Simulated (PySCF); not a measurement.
Input of a run (PBE0-D3(BJ)/def2-SVP geometry optimisation, gas phase (PySCF 2.14.0)), started from a GFN2-xTB structure with every atom displaced at random (by about 0.01 Å):
```
{"job": {"xc": "PBE0", "basis": "def2-SVP", "d3": "d3bj", "grid": 1, "shake": 0.01, "kind": "geom"}, "charge": 0, "multiplicity": 1}
F     -2.351900     0.758150    -0.775550
B     -1.645090    -0.237380    -0.369590
F     -2.080080    -1.384440    -0.868490
Si     0.005290    -0.039200     0.780390
B      1.586430     0.254200    -0.369040
Cl     2.079650     1.848210    -0.817430
Cl     2.514130    -1.057770    -0.980320
H     -0.193110     1.074880     1.726400
H      0.142490    -1.233810     1.639890
```

Output (energies in Eh, forces in Eh/bohr):
```
step   0  E = -1459.42209265  max force = 0.034598
step   1  E = -1459.42651488  max force = 0.009152
step   2  E = -1459.42667371  max force = 0.004764
step   3  E = -1459.42685354  max force = 0.000805
step   4  E = -1459.42686916  max force = 0.000308
step   5  E = -1459.42687501  max force = 0.000430
optimisation converged
```

Q: Summarise the run.

A: The energy falls by 3.0 kcal/mol over 6 energy and gradient evaluations, the largest force component goes from 0.0346 to 4.3e-04 Eh/bohr, and the atoms move by 0.085 Å rms after alignment. The bond that changes most is Si4–B5 (SiH2 silicon to three-coordinate boron), which lengthens by 0.045 Å. Bonds longer at the end by more than 0.005 Å: 7 of 8; shorter: 1. Among the angles that change most is H8–Si4–H9, from 104.5° to 110.6°. The energy never rose by more than 1e-6 Eh on the way. The first step brought 92 % of the lowering.

Q: What are the final bond lengths?

A: F1–B2 1.319 Å, B2–F3 1.319 Å, B2–Si4 2.035 Å, Si4–B5 2.022 Å, B5–Cl6 1.748 Å, B5–Cl7 1.748 Å, Si4–H8 1.494 Å, Si4–H9 1.494 Å. Numbering counts from 1 in the input's order; the species is `FB(F)[SiH2]B(Cl)Cl`.

The run used 120 basis functions and 40 SCF cycles in all. On Arm Neoverse V1, one thread (shared host), this took 43 s and 0.47 GiB of memory at its peak.

PBE0-D3(BJ)/def2-SVP frequencies: not computed here. The numbers are those of one conformer.

The values belong to the conformer `[F:1][B:2]([F:3])[SiH2:4][B:5]([Cl:6])[Cl:7]`: F1–B2–Si4–B5 -90°, B2–Si4–B5–Cl6 89°.
